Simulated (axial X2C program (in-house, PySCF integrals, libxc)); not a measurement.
## HfTe⁺: properties at the nuclei

Computed with an in-house all-electron X2C program for linear molecules (integrals from PySCF): two-component X2C with atomic mean-field Coulomb and Gaunt terms, Gaussian nuclei, basis Hf dyall-cv3z, Te dyall-cv3z with contracted cores.

R = 2.466 Å (near the PBE0 minimum at charge 1 of the determinant lowest at the starting distance; the state shown can have its own minimum elsewhere).

Determinant lowest in the PBE0 search, Ω = 1/2 (⟨Sz⟩ = 0.50, ⟨Lz⟩ = 0.00 at PBE0), spin on the atoms Hf 0.56, Te -0.06:

```csv
level,Eeff magnitude (GV/cm),Ws magnitude Hf (kHz),A∥/gI Hf (MHz),qzz Hf (a.u.),A∥/gI Te (MHz),qzz Te (a.u.)
PBE0,21.2,34.7,8910,-5.31,282,-1.76
HF,21.7,37.4,9700,-5.71,-40.4,-4.42
PBE50,19.6,32.1,9230,-5.08,262,-1.96
BP86,21.8,35.7,8810,-5.64,297,-1.57
PBE,21.4,35.1,8510,-5.60,301,-1.56
```

Eeff is the effective electric field on the electron electric dipole moment in this Ω state and Ws the scalar–pseudoscalar constant of the nucleus named (defined with the proton number Z and per Ω); A∥ (defined per Ω) follows by multiplying with gI = μI/(I μN); qzz is the electric field gradient, eQq0 = 234.96 MHz × Q/barn × qzz. The operators were transformed with the bare-nucleus X2C matrices; with these basis sets, hyperfine constants and field gradients can be off by tens of per cent, and where levels differ in sign neither size nor sign is settled.

(1) With gI(177Hf) = 0.2267, Q(177Hf) = 3.365 barn (g factors from the IAEA table of nuclear moments by Stone; Q from Pyykkö, Mol. Phys. 2018), turn the PBE0 values of the first state into constants in MHz.

Each state is one determinant with collinear spin. Unrestricted Hartree–Fock can overshoot spin polarisation at the nuclei. The search compared states at one distance, so a state with another bond length can lie lower. Further determinants of the search, some of them spin-mixed, are not shown. Where a field gradient or hyperfine factor spreads by more than a factor of two over the levels, a constant derived from it is not to be relied on.

Results:

(1) A∥(177Hf) = 8910 × 0.2267 = 2020 MHz; eQq0(177Hf) = 234.96 × (3.365) × (-5.31) = -4200 MHz.
